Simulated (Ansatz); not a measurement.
Program: Ansatz. Geometries: PBE0-D4/def2-TZVP. ΔE: electronic, gas phase. CBS: MP2 limit from def2 TZ/QZ plus the TZ coupled-cluster correction, frozen cores. This one scheme is used for every species. DFT in def2-TZVPP. B3LYP here is the variant with VWN-RPA as its local correlation; programs differ in this. Elements past krypton have def2 core potentials. For Ge, Te outer-core shells are correlated without core-valence functions, which leaves a few kJ/mol of doubt a bond. Scalar relativity is left out up to krypton. Each species was taken in one conformer, which may not be the lowest.

Consider the ligand exchange at a Ge–Te bond: `OC[Te][GeH3]` + `C[SiH2]O` → `C[SiH2][O][GeH3]` + `OC[TeH]`.

```json
{"species": "`OC[Te][GeH3]`", "B3LYP energy (Eh)": "-2462.15692"}
{"species": "`C[SiH2]O`", "B3LYP energy (Eh)": "-406.57411"}
{"species": "`C[SiH2][O][GeH3]`", "B3LYP energy (Eh)": "-2484.83986"}
{"species": "`OC[TeH]`", "B3LYP energy (Eh)": "-383.88226"}
```

**Question.** Work out ΔE.

**Answer.** ΔE = (-2484.83986) + (-383.88226) − (-2462.15692) − (-406.57411) = 0.00891 Eh = +5.6 kcal/mol. CCSD(T)/CBS gives +6.7 kcal/mol.

Largest T1 diagnostic among the species: 0.011.

In def2-TZVPP, CCSD(T) changes the Hartree–Fock value by +2.8 kcal/mol (the triples alone add +0.5 kcal/mol) and MP2 by +4.5 kcal/mol.
